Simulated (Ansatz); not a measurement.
Cost and result for the atomization energy of `C#[C][GeH]([CH3])[F]` (10 atoms, 9 bonds).

```
atom    x (Å)    y (Å)    z (Å)
  C1  -0.6350  -0.8923  -2.4539
  C2  -0.6533  -0.4054  -1.3518
 Ge3  -0.6279   0.3876   0.3723
  C4   1.1215   0.2718   1.1812
  F5  -1.7067  -0.5653   1.3545
  H6  -0.6275  -1.3298  -3.4262
  H7  -1.2407   1.7922   0.3194
  H8   1.8445   0.8371   0.5912
  H9   1.0913   0.6759   2.1933
 H10   1.4338  -0.7719   1.2198
```

Charge 0, multiplicity 1. Correlated methods include outer-core shells of Ge, which these sets cover unevenly. Scalar relativity is left out up to krypton. Geometry: relaxed with PBE0-D4/def2-TZVP. Program: Ansatz. All runs use 4 threads of an Arm Neoverse V1 on a shared host. Times are those of one run each, without the atoms' runs, and a repeat can differ threefold. Electronic energies, without spin–orbit coupling; frozen cores. CCSD(T)/CBS adds CCSD(T) − MP2 in def2-TZVPP to the MP2 limit, and its time is that of the two runs behind it. T1 = 0.012. With those shells the extrapolation isn't a true limit. B3LYP takes the VWN-RPA correlation (the form of Gaussian; ORCA's B3LYP/G).

CCSD(T)/CBS is a level of theory with its own doubt, some kJ/mol a heavy atom from the limit and from the frozen cores, so smaller differences don't rank the functionals.

```tsv
level	functions	wall time
LDA (SPW92)/def2-TZVPP	242	1.2 s
BLYP-D4/def2-TZVPP	242	2.2 s
PBE0-D4/def2-TZVPP	242	3.1 s
CAM-B3LYP-D4/def2-TZVPP	242	3.6 s
B3LYP-D4/def2-TZVPP (with forces)	242	4.8 s
B2PLYP/def2-TZVPP	242	6 s
PBE-QIDH/def2-TZVPP	242	6 s
ωB97X-V/def2-TZVPP	242	8 s
B97M-V/def2-TZVPP	242	9 s
CCSD(T)/def2-SVP	113	9 s
MP2/def2-QZVPP	467	22 s
CCSD(T)/def2-TZVPP	242	3.4 min
CCSD(T)/CBS(def2)	–	3.7 min
```

Task: What atomization energy does each give, and how far from CCSD(T)/CBS? (Best estimate.)

Result: Computed: 
```json
{"level": "LDA (SPW92)/def2-TZVPP", "atomization (kcal/mol)": "1067.8", "difference from CCSD(T)/CBS": "130.3", "per bond": "14.5"}
{"level": "BLYP-D4/def2-TZVPP", "atomization (kcal/mol)": "931.4", "difference from CCSD(T)/CBS": "-6.1", "per bond": "-0.7"}
{"level": "PBE0-D4/def2-TZVPP", "atomization (kcal/mol)": "935.0", "difference from CCSD(T)/CBS": "-2.5", "per bond": "-0.3"}
{"level": "CAM-B3LYP-D4/def2-TZVPP", "atomization (kcal/mol)": "936.1", "difference from CCSD(T)/CBS": "-1.4", "per bond": "-0.2"}
{"level": "B3LYP-D4/def2-TZVPP (with forces)", "atomization (kcal/mol)": "931.1", "difference from CCSD(T)/CBS": "-6.4", "per bond": "-0.7"}
{"level": "B2PLYP/def2-TZVPP", "atomization (kcal/mol)": "928.0", "difference from CCSD(T)/CBS": "-9.5", "per bond": "-1.1"}
{"level": "PBE-QIDH/def2-TZVPP", "atomization (kcal/mol)": "932.8", "difference from CCSD(T)/CBS": "-4.7", "per bond": "-0.5"}
{"level": "ωB97X-V/def2-TZVPP", "atomization (kcal/mol)": "935.6", "difference from CCSD(T)/CBS": "-1.9", "per bond": "-0.2"}
{"level": "B97M-V/def2-TZVPP", "atomization (kcal/mol)": "938.2", "difference from CCSD(T)/CBS": "0.7", "per bond": "0.1"}
{"level": "CCSD(T)/def2-SVP", "atomization (kcal/mol)": "889.3", "difference from CCSD(T)/CBS": "-48.2", "per bond": "-5.4"}
{"level": "MP2/def2-QZVPP", "atomization (kcal/mol)": "950.1", "difference from CCSD(T)/CBS": "12.6", "per bond": "1.4"}
{"level": "CCSD(T)/def2-TZVPP", "atomization (kcal/mol)": "917.7", "difference from CCSD(T)/CBS": "-19.8", "per bond": "-2.2"}
{"level": "CCSD(T)/CBS(def2)", "atomization (kcal/mol)": "937.5", "difference from CCSD(T)/CBS": "0.0", "per bond": "0.0"}
```

In def2-TZVPP, CCSD(T) changes the Hartree–Fock value by +231.4 kcal/mol (the triples alone add +15.7 kcal/mol) and MP2 by +252.2 kcal/mol; breaking electron pairs costs correlation energy, which Hartree–Fock lacks. At CCSD(T), def2-SVP lies −48.2 kcal/mol from the extrapolated value and def2-TZVPP −19.8 kcal/mol: correlation converges slowly with the basis, and small sets miss more of it in the bonded molecule than in its fragments. Leaving LDA and LC-ωPBE aside and taking each functional with its dispersion term where it has one, the values, not all of them listed here, spread over 50.3 kcal/mol, from BHLYP-D4 to PBE-D4. LDA lies +118.7 kcal/mol from PBE without D4, its usual overbinding.
